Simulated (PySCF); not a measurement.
**Excitation energy of Os⁺ by level of theory**

Os⁺ [Xe] 4f14 5d6 6s1 (6D) → Os⁺ [Xe] 4f14 5d6 6p1 (high-spin determinant), as a difference of total energies. Calculation: PySCF 2.14, in x2c-TZVPPall with one added diffuse shell each of s, p, d, f type (12s8p8d4f1g, 113 functions); scalar relativity by spin-free X2C-1e. Correlated levels: valence: [Xe] 4f14 frozen. The calculations carry no spin-orbit coupling.

```json
{"method": "UHF", "excitation energy (eV)": "5.523"}
{"method": "MP2 (valence)", "excitation energy (eV)": "5.844"}
{"method": "SCS-MP2 (valence)", "excitation energy (eV)": "5.742"}
{"method": "CCSD (valence)", "excitation energy (eV)": "5.728"}
{"method": "CCSD(T) (valence)", "excitation energy (eV)": "5.692"}
```

Q: How much does correlation contribute at CCSD(T) (valence)?

A: 5.692 − (5.523) = 0.169 eV, measured against UHF.

A first-order spin-orbit estimate (lowest level to lowest level, LS coupling) adds 0.280 eV.

The determinant of the upper state mixes LS terms, which raises its energy above the lowest term, most at the Hartree-Fock and MP2 levels.
